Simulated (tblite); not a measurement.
What does the GFN2-xTB structure of InChI=1S/C6H9FS/c1-2-5-3-6(7)8-4-5/h3,5H,2,4H2,1H3/t5-/m0/s1 look like in three dimensions?

```xyz
17
C6H9FS angstrom
C      1.9977    0.7642   -0.2043
C      0.8573   -0.1947   -0.5217
C     -0.0287   -0.4868    0.7021
C     -0.7233    0.7573    1.1744
C     -1.9928    0.8436    0.8029
F     -2.8031    1.8743    1.0390
S     -2.6466   -0.5390   -0.0666
C     -1.1400   -1.4879    0.3578
H      1.6160    1.7445    0.0680
H      2.5981    0.3842    0.6197
H      2.6413    0.8793   -1.0729
H      1.2716   -1.1398   -0.8811
H      0.2357    0.2243   -1.3156
H      0.6022   -0.9018    1.4946
H     -0.2109    1.5284    1.7197
H     -0.8869   -2.1223   -0.4885
H     -1.3947   -2.1159    1.2122
```

Orientation and origin are arbitrary. Atoms count from 1 in this order. The 5 C–C bonds span 1.326 Å (C4=C5, drawn double) to 1.539 Å (C2–C3, drawn single), a spread of 0.213 Å. The C–S distances run from 1.759 Å (C5–S7, drawn single) to 1.830 Å (S7–C8, drawn single), a spread of 0.071 Å. The 5-membered ring C3–C4–C5–S7–C8 has internal angles of 89.3° to 116.3° (sum 534°, against 540° for a flat polygon); it is puckered, 0.12 Å rms from its mean plane, widest ring torsion 26°. Of the pairs four or more bonds apart, C4···H9 is among the closest relative to their van der Waals radii: 2.77 Å, 96 % of the sum of Bondi's values.

Bonds between heavy atoms (Å): C1–C2 1.523, C2–C3 1.539, C3–C4 1.501, C4=C5 1.326, C5–F6 1.332, C5–S7 1.759, S7–C8 1.830, C3–C8 1.535.

Structure optimised with GFN2-xTB, isolated species.

Point group: C1 (no symmetry element, even within 0.4 Å). Its GFN2-xTB frequencies are all real (lowest 60 cm⁻¹). One conformer, not necessarily the lowest (C1–C2–C3–C4 64°, C2–C3–C4–C5 101°, C4–C5–S7–C8 11°, C5–S7–C8–C3 -21°, C2–C3–C8–S7 -95°).

These are computed values.
